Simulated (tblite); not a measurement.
C4H10N2PSi (doublet state).
SMILES with atom numbers: `[CH2:1]=[N:2][C@@H:3]1[CH:4][CH2:5][Si@@:6]1([NH2:7])[PH2:8]` (hydrogens: H9, H10 on C1; H11 on C3; H12 on C4; H13, H14 on C5; H15, H16 on N7; H17, H18 on P8)

Structure optimised with GFN2-xTB, isolated species. This method treats the open shell by occupation alone, without spin polarisation.

Entries marked ? are missing. Bonds in one row agree within 0.01 Å.

| coordinate | value |
| --- | --- |
| C1=N2 | 1.260 Å |
| N2–C3 | ? |
| C3–C4 | 1.476 Å |
| C4–C5 | 1.486 Å |
| C5–Si6 | ? |
| Si6–N7 | 1.728 Å |
| Si6–P8 | 2.268 Å |
| C3–Si6 | ? |
| C1–H9 | 1.080 Å |
| C1–H10 | 1.096 Å |
| C3–H11 | 1.104 Å |
| C4–H12 | 1.076 Å |
| C5–H13 | 1.086 Å |
| C5–H14 | 1.090 Å |
| N7–H15, N7–H16 | 1.008 Å |
| P8–H17, P8–H18 | 1.383 Å |
| C1–N2–C3 | 121.2° |
| N2–C3–C4 | 115.7° |
| N2–C3–Si6 | ? |
| C4–C3–Si6 | 82.8° |
| C3–C4–C5 | ? |
| C4–C5–Si6 | 84.3° |
| C5–Si6–N7 | 110.4° |
| C5–Si6–P8 | 120.4° |
| N7–Si6–P8 | 115.6° |
| C3–Si6–C5 | ? |
| C3–Si6–N7 | 111.4° |
| C3–Si6–P8 | 117.3° |

Estimate the withheld lengths and angles.

- N2–C3 = 1.401 Å, drawn single (ends: nitrogen bonded to 2 C; carbon bonded to C, N, Si and H); 0.07 Å below the sum of covalent radii, 1.47 Å.
- C5–Si6 = 1.925 Å, drawn single (ends: carbon bonded to C, Si and 2 H; silicon bonded to 2 C, N and P); 0.06 Å above the sum of covalent radii, 1.87 Å.
- C3–Si6 = 1.974 Å, drawn single (ends: carbon bonded to C, N, Si and H; silicon bonded to 2 C, N and P); 0.10 Å above the sum of covalent radii, 1.87 Å.
- N2–C3–Si6 = 115.8°, at the carbon bonded to C, N, Si and H; the outer atoms are 2.875 Å apart.
- C3–C4–C5 = 107.3°, at the carbon bonded to 2 C and H, inside a 4-membered ring; the outer atoms are 2.385 Å apart.
- C3–Si6–C5 = 75.4°, at the silicon bonded to 2 C, N and P, inside a 4-membered ring; the outer atoms are 2.385 Å apart.

Radii are Cordero's, carbon taken as 0.76, 0.73 or 0.69 Å for four, three, and two or fewer neighbours.

Its GFN2-xTB frequencies are all real (lowest 31 cm⁻¹). Torsions: C1–N2–C3–C4 -143°, C5–Si6–N7–H 157° and -65°, C5–Si6–P8–H -168° and -76°, N2–C3–C4–C5 -143°, C3–C4–C5–Si6 28°, C4–C5–Si6–N7 87°, N2–C3–Si6–C5 136°. 3 starts were optimised and ended at 0.00, 0.33 and 0.90 kcal/mol (GFN2-xTB); the lowest of these is shown.

One conformer stands for the species.

All values are computed, not measured.
